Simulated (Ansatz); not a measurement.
Steps of a relaxation of Cl2FHSSn, SMILES `[F][Sn]([SH])([Cl])[Cl]` with RKS PBE-D4/def2-SVP.

```sh
$ ansatz run in.yaml --threads 4 --pin off --events-out ev --progress --plain --max-ram 10444MiB
```

```yaml
crystal:
  periodic: [false, false, false]
  atoms:
    - {symbol: F, position_ang: [-1.838600, 0.349900, 0.858100]}
    - {symbol: Sn, position_ang: [-0.391500, -0.031100, -0.315600]}
    - {symbol: S, position_ang: [1.377400, -0.959300, 0.987300]}
    - {symbol: Cl, position_ang: [-0.993300, -1.582900, -1.941200]}
    - {symbol: Cl, position_ang: [0.360700, 1.927800, -1.397400]}
    - {symbol: H, position_ang: [1.527400, 0.231700, 1.762600]}
basis:
  gaussian: {orbitals: def2-SVP}
hamiltonian: {xc: pbe, dispersion: d4}
relax: {f_tol: 0.03, max_steps: 200}
```

Positions (Å) and forces (eV/Å) along the path, 4 of 4 steps:

```xyz
6
step=1 energy=-44418.1820 eV
F    -1.839    0.350    0.858   -1.016    0.350    0.568
Sn   -0.392   -0.031   -0.316    1.175    0.041   -0.723
S     1.377   -0.959    0.987    0.450    0.852    0.935
Cl   -0.993   -1.583   -1.941   -0.186   -0.135   -0.124
Cl    0.361    1.928   -1.397   -0.223   -0.035    0.106
H     1.527    0.232    1.763   -0.200   -1.073   -0.762
6
step=2 energy=-44418.2879 eV
F    -1.891    0.435    0.747    0.108   -0.056    0.016
Sn   -0.314   -0.041   -0.299   -0.031   -0.057   -0.128
S     1.459   -1.013    1.034   -0.160    0.631    0.216
Cl   -1.011   -1.607   -1.903    0.015    0.039    0.053
Cl    0.263    1.978   -1.363    0.020   -0.066    0.062
H     1.537    0.183    1.737    0.047   -0.490   -0.219
6
step=3 energy=-44418.3004 eV
F    -1.876    0.414    0.758    0.074   -0.042   -0.046
Sn   -0.320   -0.050   -0.326   -0.060    0.060    0.073
S     1.438   -0.977    1.043    0.006    0.074    0.064
Cl   -1.035   -1.610   -1.923    0.031    0.022    0.041
Cl    0.276    1.973   -1.360    0.005   -0.008   -0.008
H     1.560    0.185    1.763   -0.057   -0.105   -0.124
6
step=4 energy=-44418.3029 eV
F    -1.871    0.409    0.768    0.012   -0.001   -0.011
Sn   -0.319   -0.042   -0.321   -0.014    0.007    0.013
S     1.432   -0.982    1.039    0.004    0.006    0.017
Cl   -1.023   -1.609   -1.911   -0.002   -0.005   -0.010
Cl    0.284    1.975   -1.360   -0.003    0.002    0.001
H     1.539    0.185    1.740    0.004   -0.009   -0.011
```

Hardware: 4 threads of an Intel Xeon 6975P-C on a shared host. Wall time 2.6 s, peak host memory 0.16 GiB.
